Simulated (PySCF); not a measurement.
Ligands exchanged one at a time, Ga F-Br. Isolated molecules, 0 K electronic values unless said otherwise. Strings in code marks are SMILES.

The T1 excitation (TDA) from two functionals at the same geometries (PBE0-D4/def2-TZVP), both in PySCF: PBE-D3(BJ)/def2-TZVP and B3LYP-D3(BJ)/def2-TZVP. B3LYP has the VWN-RPA correlation part, as in Gaussian. Excitations are Tamm–Dancoff values on a coarser integration grid. The basis has no diffuse functions, so Rydberg states are missing or too high.

| species | PBE-D3(BJ)/def2-TZVP (eV) | B3LYP-D3(BJ)/def2-TZVP (eV) |
|---|---|---|
| 0 of 3 F replaced by Br (`[F][Ga]([F])[F]`) | 6.11 | 6.86 |
| 1 of 3 F replaced by Br (`[F][Ga]([F])[Br]`) | 4.72 | 5.06 |
| 2 of 3 F replaced by Br (`[F][Ga]([Br])[Br]`) | 4.44 | 4.80 |
| 3 of 3 F replaced by Br | 4.17 | 4.57 |

Over these rows, drawn at random from the members with no instability flagged (it was tested for open shells, ions and some series alone), PBE minus B3LYP-D3(BJ): mean -0.46 eV, from -0.75 eV to -0.34 eV.
